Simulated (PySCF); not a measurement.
**Two-component Hartree-Fock for Se²⁺ (selenium, charge +2)**

Start: [Ar] 3d10 4s1 4p3; 4s1/2 filled at m_j = +1/2; 4p3/2 filled at m_j = -1/2, +1/2, +3/2. Calculated with PySCF 2.14 in x2c-SVPall-2c with one added diffuse shell each of s, p, d type (6s7p4d, 47 functions): generalised Hartree-Fock with the X2C-1e Hamiltonian and a Gaussian nucleus; one run each with spin-orbit coupling (SO) switched off, then screened by Boettger's factors. This is a chosen level, not necessarily the ground level.

```
spinor shell  electrons  ε, spin-free (eV)  ε, screened SO (eV)  weight of nominal j (screened SO)  rms radius, screened SO (bohr)
       1s1/2          2           -12757.0             -12756.8                              1.000                          0.0508
       2s1/2          2            -1719.3              -1719.2                              1.000                           0.212
       2p1/2          2            -1510.6              -1539.3                              1.000                           0.187
       2p3/2          4            -1510.6              -1496.7                              1.000                           0.190
       3s1/2          2            -274.24              -274.22                              1.000                           0.613
       3p1/2          2            -206.67              -211.04                              0.991                           0.629
       3p3/2          4            -206.67              -204.54                              0.995                           0.638
       3d3/2          4            -94.404              -95.077                              0.898                           0.695
       3d5/2          6            -94.404              -93.940                              0.932                           0.693
       4s1/2          1            -49.454              -49.443                              1.000                            1.82
       4p3/2          3            -33.198              -33.200                              0.646                            2.11
```

```
   quantity    spin-free  screened SO
E (hartree)  -2426.31372  -2426.40976
        M_J            2            2
       ⟨J²⟩        6.001        6.001
       ⟨L²⟩        0.000        0.007
       ⟨S²⟩        6.001        5.994
```

Each row is a mean over spinors that exchange with the open shell spreads, by up to 1.548 eV (3s1/2).

Rows whose weight is well below 1 are mixtures of j = l ± 1/2: exchange outweighs spin-orbit coupling there, and the label is only the starting occupation.

Without spin-orbit coupling the j labels of p, d and f shells carry no meaning; the spin-free column gives the mean over the occupied spinors of each nl shell.
